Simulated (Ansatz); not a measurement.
```yaml
crystal:
  periodic: [false, false, false]
  atoms:
    - {symbol: N, position_ang: [0.589897, -0.514971, -0.435248]}
    - {symbol: C, position_ang: [0.610307, 0.138572, 0.081652]}
    - {symbol: O, position_ang: [1.282448, 0.563786, 0.331439]}
    - {symbol: B, position_ang: [-0.378417, 0.360554, 0.355024]}
    - {symbol: O, position_ang: [-1.162891, -0.065999, 0.001533]}
    - {symbol: F, position_ang: [-0.507187, 0.973304, 0.922276]}
    - {symbol: H, position_ang: [1.138767, -0.699709, -0.708097]}
    - {symbol: H, position_ang: [0.100770, -0.802372, -0.744649]}
    - {symbol: H, position_ang: [-1.769119, 0.139290, 0.172570]}
basis:
  gaussian: {orbitals: pcseg-2, nuclear_model: gaussian, point_charges: [{charge: 2.00, position_ang: [5.045, 0.164, 0.522]}]}
hamiltonian: {xc: {name: SPW92}}
output: {forces: true}
```

```sh
$ ansatz run in.yaml --threads 4 --pin off --events-out ev --progress --plain --max-ram 10444MiB
```

It prints (some lines left out):

```
Functional definition: SPW92
1109 factors; their error is unknown
mean field evaluation 1: about -9843.1763 eV, gradient 1.9e2 eV
mean field evaluation 2: about -9566.2215 eV, gradient 4.0e2 eV
mean field evaluation 4: about -9888.9757 eV, gradient 6.8e1 eV
mean field evaluation 8: about -9897.1424 eV, gradient 4.1e-1 eV
mean field evaluation 16: about -9897.0883 eV, gradient 1.0e-3 eV
mean field -9897.08831967 eV, -363.7112872604 hartree, gradient 6.7e-5 eV, S^2 0.000000; 0 other end points of the search recorded, 0 dependent functions left out
reference -9897.08836273 eV, -363.7112888431 hartree; 23, 23 occupied and 199, 199 virtual orbitals, 1109 factors
Total energy: -9897.08836273 eV, -363.7112888431 hartree
Atom 0 at     0.589897    -0.514971    -0.435248 Å, force    -9.681123   -71.107225   -39.354057 eV/Å
Atom 1 at     0.610307     0.138572     0.081652 Å, force   -48.689969    26.143176    29.019977 eV/Å
Atom 2 at     1.282448     0.563786     0.331439 Å, force   109.515658    73.404031    44.969523 eV/Å
Atom 3 at    -0.378417     0.360554     0.355024 Å, force    13.699232   -40.474614   -37.199539 eV/Å
Atom 4 at    -1.162891    -0.065999     0.001533 Å, force   -11.239946   -48.050794   -40.434492 eV/Å
Atom 5 at    -0.507187     0.973304     0.922276 Å, force   -15.675749    93.082001    86.228333 eV/Å
Atom 6 at     1.138767    -0.699709    -0.708097 Å, force    55.111971   -19.672646   -27.092269 eV/Å
Atom 7 at     0.100770    -0.802372    -0.744649 Å, force   -45.788097   -27.773799   -28.063344 eV/Å
Atom 8 at    -1.769119     0.139290     0.172570 Å, force   -46.026337    14.361102    12.122462 eV/Å
Dipole moment:    -1.469068    -0.220362    -0.128988 e Å
```

Question: What is wrong with this run?

Answer: The geometry is squeezed to about two thirds of its size. The run converged. The result belongs to that input, not to the molecule as meant.
